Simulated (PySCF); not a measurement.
PySCF 2.14 output of a UHF calculation on a single atom or ion in cc-pVDZ (3s2p1d, 14 functions), with the non-relativistic Hamiltonian (point nucleus):

```
SCF conv_tol = 1e-09
number electrons alpha = 5  beta = 4
cycle= 1 E= -99.3751467160712  delta_E= -0.00269  |g|= 0.0202  |ddm|= 0.0286
cycle= 2 E= -99.37523625507  delta_E= -8.95e-05  |g|= 0.00385  |ddm|= 0.00603
cycle= 3 E= -99.3752401790153  delta_E= -3.92e-06  |g|= 0.000387  |ddm|= 0.00246
cycle= 4 E= -99.3752402927982  delta_E= -1.14e-07  |g|= 0.000124  |ddm|= 0.000922
cycle= 5 E= -99.3752403023696  delta_E= -9.57e-09  |g|= 3.09e-05  |ddm|= 0.000289
cycle= 6 E= -99.375240303101  delta_E= -7.31e-10  |g|= 5.9e-06  |ddm|= 9.01e-05
converged SCF energy = -99.375240303101  <S^2> = 0.75200612  2S+1 = 2.0020051
```

The run itself started from symmetry-adapted Hartree-Fock orbitals and held the occupation by maximum overlap, so the iterations belong to that start.

Q: Which element, charge and spin multiplicity is this?

A: F (fluorine, neutral), multiplicity 2; the state was [He] 2s2 2p5, 2P determinant.
